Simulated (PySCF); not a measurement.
Compound: C3H12Ge2Si.
Numbering: `[CH2:1]=[C:2]([CH3:3])[SiH2:4][GeH2:5][GeH3:6]` (hydrogens: H7, H8 on C1; H9, H10, H11 on C3; H12, H13 on Si4; H14, H15 on Ge5; H16, H17, H18 on Ge6)

Level: PBE0/def2-SVPD in PySCF, non-relativistic, on one gas-phase PBE0-D3(BJ)/def2-SVP geometry that isn't relaxed in the solvent. The solvent is an IEF-PCM continuum (van der Waals radii × 1.2), and excitations are vertical TDDFT with non-equilibrium linear response and a frozen core. Only the electrostatic response of the medium enters. Spin–orbit coupling is left out although an atom past zinc is present.

Gas-phase singlets (H = HOMO, L = LUMO):

```csv
state,E (eV),λ (nm),f,leading configuration
S1,6.202,200,0.002,H-1→L 76%
S2,6.469,192,0.016,H→L+1 76%
S3,6.606,188,0.165,H-1→L+1 66%
S4,6.727,184,0.008,H-2→L 42%
S5,6.741,184,0.072,H→L 29%
```

What are the lowest 5 singlets in chloroform (ε = 4.711)?

| state | E (eV) | λ (nm) | f | leading configuration | change by rank (eV) |
| --- | --- | --- | --- | --- | --- |
| S1 | 6.204 | 200 | 0.004 | H-1→L 78% | +0.002 |
| S2 | 6.443 | 192 | 0.055 | H→L+1 67% | -0.026 |
| S3 | 6.542 | 190 | 0.239 | H-1→L+1 57% | -0.064 |
| S4 | 6.667 | 186 | 0.252 | H→L 38% | -0.060 |
| S5 | 6.712 | 185 | 0.017 | H-2→L 42% | -0.029 |

How do the frontier levels move from gas to chloroform?

```tsv
orbital	gas (eV)	solvent (eV)	change (eV)	Löwdin shares, gas	Löwdin shares, solvent
LUMO+2	0.15	0.23	+0.08	Ge5 24 %, Ge6 22 %, Si4 11 %, H14 9 %	Ge5 24 %, Ge6 21 %, Si4 11 %, H14 9 %
LUMO+1	-0.16	-0.09	+0.07	Ge6 23 %, Si4 17 %, Ge5 17 %, H16 11 %	Ge6 24 %, Ge5 17 %, Si4 17 %, H16 11 %
LUMO	-0.41	-0.31	+0.10	C1 33 %, C2 29 %, Si4 9 %, H8 6 %	C1 33 %, C2 29 %, Si4 9 %, H8 6 %
HOMO	-7.66	-7.57	+0.09	C1 33 %, C2 30 %, Si4 8 %, C3 7 %	C1 34 %, C2 32 %, C3 7 %, Si4 7 %
HOMO-1	-7.73	-7.65	+0.08	Ge5 29 %, Ge6 21 %, Si4 17 %, C2 7 %	Ge5 30 %, Ge6 21 %, Si4 18 %, H16 6 %
HOMO-2	-8.35	-8.26	+0.09	Ge5 29 %, Ge6 15 %, Si4 12 %, H15 10 %	Ge5 29 %, Ge6 15 %, Si4 12 %, H15 10 %
HOMO-3	-8.88	-8.77	+0.11	Si4 21 %, C2 20 %, C1 10 %, H13 10 %	Si4 22 %, C2 19 %, C1 10 %, H13 10 %
```

The HOMO–LUMO gap goes from 7.25 to 7.26 eV.

Time: 75 s of wall time; peak memory 1.4 GiB. Hardware: one thread, Arm Neoverse V2 (aarch64), shared host. This is the whole response run at PBE0/def2-SVPD in chloroform, SCF included.

Conformer computed: `[CH2:1]=[C:2]([CH3:3])[SiH2:4][GeH2:5][GeH3:6]`: C1–C2–Si4–Ge5 8°, C2–Si4–Ge5–Ge6 61°.
